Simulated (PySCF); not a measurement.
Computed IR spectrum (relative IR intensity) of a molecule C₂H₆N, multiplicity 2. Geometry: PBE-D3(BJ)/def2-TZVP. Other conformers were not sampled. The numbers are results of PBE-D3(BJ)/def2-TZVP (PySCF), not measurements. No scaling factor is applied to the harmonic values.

ν (cm⁻¹): 324 (m), 382 (w), 552 (m), 694 (vs), 915 (vw), 1251 (w), 1400 (w), 1415 (w), 1590 (m), 2852 (s), 2939 (m), 3042 (w), 3105 (w), 3526 (vw) (against the strongest line: vs over 80 %, s over 45 %, m over 15 %, w over 4 %, vw less)

**Question.** Which molecule gave these data?
A) C[N]C
B) [CH2]CN
C) C[CH]N
D) CC[NH]

**Answer.** C, C[CH]N
